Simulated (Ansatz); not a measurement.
Calculated with Ansatz (gas phase, PBE0-D4/def2-TZVP geometries, no zero-point term in ΔE). CCSD(T)/CBS is the MP2 limit (def2-TZVPP, def2-QZVPP) plus CCSD(T) − MP2 in def2-TZVPP, frozen cores. This one scheme is used for every species. Functionals use def2-TZVPP. Each species was taken in one conformer, which may not be the lowest.

Reaction (formal exchange of groups at the Si–Cl bond): `O[Si]([SiH3])(S)Cl` + SiH₄ → `O[Si]([SiH3])([SiH3])S` + HCl

`O[Si]([SiH3])(S)Cl`:

```xyz
10

O    -0.556    0.878   -1.728
Si   -0.054    0.642   -0.191
Si   -0.389   -1.603    0.338
S     1.988    1.267   -0.078
Cl   -1.137    1.794    1.139
H    -0.447    1.754   -2.108
H    -1.833   -1.946    0.264
H     0.104   -1.822    1.723
H     0.383   -2.455   -0.603
H     1.940    1.490    1.245
```

SiH₄:

```xyz
5

Si    0.000    0.000    0.000
H    -0.315    0.143    1.444
H    -0.560   -1.279   -0.504
H     1.473    0.004   -0.188
H    -0.598    1.132   -0.752
```

`O[Si]([SiH3])([SiH3])S`:

Cartesian coordinates in Å:
```
O -1.612 -0.013 -1.269
Si -0.440 0.239 -0.129
Si -0.501 -1.353 1.596
Si 1.587 0.276 -1.292
S -0.688 2.100 0.912
H -2.524 0.090 -0.988
H 0.631 -1.134 2.536
H -0.394 -2.721 1.021
H -1.781 -1.255 2.351
H 1.641 1.490 -2.152
H 1.753 -0.933 -2.143
H 2.699 0.333 -0.306
H -0.370 2.881 -0.136
```

HCl:

```xyz
2

Cl   -0.255   -0.131   -0.571
H     0.255    0.131    0.571
```

| species | PBE energy (Eh) |
| --- | --- |
| `O[Si]([SiH3])(S)Cl` | -1515.08087 |
| SiH₄ | -291.72174 |
| `O[Si]([SiH3])([SiH3])S` | -1346.13912 |
| HCl | -460.62738 |

Work out ΔE.

ΔE = (-1346.13912) + (-460.62738) − (-1515.08087) − (-291.72174) = 0.03611 Eh = +0.98 eV. CCSD(T)/CBS gives +1.11 eV.

Largest T1 diagnostic among the species: 0.013.

From PBE to PBE0 (25 % exact exchange), in def2-TZVPP and without D4, ΔE moves by +0.06 eV. In def2-TZVPP, CCSD(T) changes the Hartree–Fock value by −0.23 eV (the triples alone add −0.02 eV) and MP2 by −0.14 eV.
